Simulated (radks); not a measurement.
Effect of the nuclear size on neutral strontium, [Kr] 5s2. Method: Dirac Kohn-Sham, PBE, spin-unpolarised, spherical densities, finite nucleus; Fermi nuclear charge, rms radius 4.224 fm; computed with a radial shooting solver on a logarithmic mesh with Libxc functionals. The rms radius is varied about that value; shifts are against it.

rms radius (fm)	total energy shift (eV)	density at nucleus (e/bohr^3)	1s1/2 shift (meV)	2s1/2 shift (meV)	3p1/2 shift (meV)	4s1/2 shift (meV)	4p1/2 shift (meV)
3.6833	-0.199	6.173e+04	-84.3	-8.69	0.152	-0.168	0.044
4.0762	-0.0569	6.118e+04	-24.1	-2.48	0.043	-0.048	0.013
4.224	0	6.099e+04	0.000	0.000	0.000	0.000	0.000
4.4732	0.100	6.068e+04	42.4	4.37	-0.077	0.084	-0.022
4.8914	0.280	6.02e+04	119	12.2	-0.214	0.236	-0.062

Slopes of the eigenvalues against <r^2> in GHz/fm^2, as finite differences over the two radii next to the reference (eigenvalue slopes, not the field-shift constants of lines): 1s1/2 4740, 2s1/2 488, 3p1/2 -8.55, 4s1/2 9.44, 4p1/2 -2.47.
